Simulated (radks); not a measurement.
Problem. Spherical quantum dot in the effective-mass picture: electrons in a hard-walled sphere of radius 4.88, with a point charge +1 (a donor) at the centre, all in effective atomic units (hartree* = m*/eps^2 hartree, bohr* = eps/m* bohr), one dielectric constant everywhere. Calculated with a radial shooting solver with Libxc functionals: non-relativistic Kohn-Sham, PBEsol, spin-polarised, spherical densities. Levels are named by radial order and angular momentum (1s, 1p, 1d, 2s, ...), and open shells are averaged over m. Results are scaled to m* = 0.386 and eps = 12.5, for which hartree* = 67.22 meV and bohr* = 1.714 nm. At N = 9 the configuration is 1s2 1p6 1d(up 1, down 0). Does electron 10 go into 1d up or 2s up or 2s down?

Solution. Into 1d up. The total energies of the other choices lie higher by 1.28 meV (2s up), 1.60 meV (2s down).
